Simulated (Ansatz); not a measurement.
Basis sets compared for the cluster HfTe₂⁺. The state is a doublet with charge 1. Geometry B3LYP-D4/def2-TZVP. Ansatz on 4 threads of Arm Neoverse V2 on a shared host; times are rough, and most runs start from earlier orbitals.

```xyz
3

Hf   -0.453   -1.027   -0.410
Te    0.116   -0.128    1.932
Te    0.337    1.155   -1.522
```

In the def2 sets Hf, Te take a core potential; there is no spin–orbit coupling. Another isomer (doublet) lies 0.05 eV lower at PBE0-D4/def2-TZVP.

| level | functions | energy (Eh) | HOMO (eV) | LUMO (eV) | wall time |
| --- | --- | --- | --- | --- | --- |
| PBE-D4/def2-SVP | 84 | -583.8370 | -10.02 | -9.35 | 1.6 s |
| PBE0-D4/def2-SVP | 84 | -583.8232 | -10.97 | -8.65 | 2.3 s |

Question: Estimate the rows for PBE-D4/def2-TZVP, PBE0-D4/def2-TZVP.

Answer: 
| level | functions | energy (Eh) | HOMO (eV) | LUMO (eV) | wall time |
| --- | --- | --- | --- | --- | --- |
| PBE-D4/def2-TZVP | 140 | -583.8666 | -9.97 | -9.28 | 2.4 s |
| PBE0-D4/def2-TZVP | 140 | -583.8543 | -10.89 | -8.56 | 3.3 s |
